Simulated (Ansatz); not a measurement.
Geometry optimisation, UKS PBE0-D4/cc-pVDZ in Ansatz.

Input file:

```yaml
crystal:
  periodic: [false, false, false]
  atoms:
    - { symbol: F, position_ang: [1.8852, -0.4031, -0.6103] }
    - { symbol: Si, position_ang: [0.2851, 0.0256, -0.6835] }
    - { symbol: C, position_ang: [-0.49, 0.4505, 0.8165] }
    - { symbol: "N", position_ang: [-0.4143, -0.7993, 0.7314] }
    - { symbol: H, position_ang: [-0.66214, -1.80664, 0.65764] }
    - { symbol: H, position_ang: [-0.7946, 1.1814, 1.5803] }
magnetization:
  spin_polarized: true
basis:
  gaussian: { orbitals: cc-pVDZ }
hamiltonian:
  xc: pbe0
  dispersion: d4
relax:
  f_tol: 0.02
  max_steps: 50
```

Command:

```bash
$ ansatz run input.yaml --threads 2 --pin off --max-ram 3072MiB --backend cpu --events-out ev --progress --plain --runs-dir out
```

Where does it end, and by what steps?

It converged. After 10 steps the energy has fallen by 1.938 eV; H5 moved furthest, 0.58 Å.

| step | energy less start (eV) | largest force component (eV/Å) | accepted |
| --- | --- | --- | --- |
| 0 | 0.0000 | 6.630 | yes |
| 1 | -0.9612 | 3.529 | yes |
| 2 | -1.6591 | 1.426 | yes |
| 3 | -1.8235 | 1.365 | yes |
| 4 | -1.8731 | 1.145 | yes |
| 5 | -1.9309 | 0.269 | yes |
| 6 | -1.9349 | 0.191 | yes |
| 7 | -1.9369 | 0.077 | yes |
| 8 | -1.9371 | 0.083 | yes |
| 9 | -1.9376 | 0.023 | yes |
| 10 | -1.9377 | 0.009 | yes |

```xyz
6
Properties=species:S:1:pos:R:3
F 1.965 -0.165 -0.499
Si 0.385 0.041 -1.029
C -0.413 0.370 0.728
N -0.533 -0.878 0.483
H -0.891 -1.580 1.139
H -0.704 0.861 1.670
```

Whether the end is a true minimum wasn't checked by a vibrational analysis.

The run took 20 s on 2 threads of Intel(R) Xeon(R) Platinum 8488C (Sapphire Rapids) (shared host), peak memory 0.2 GiB.
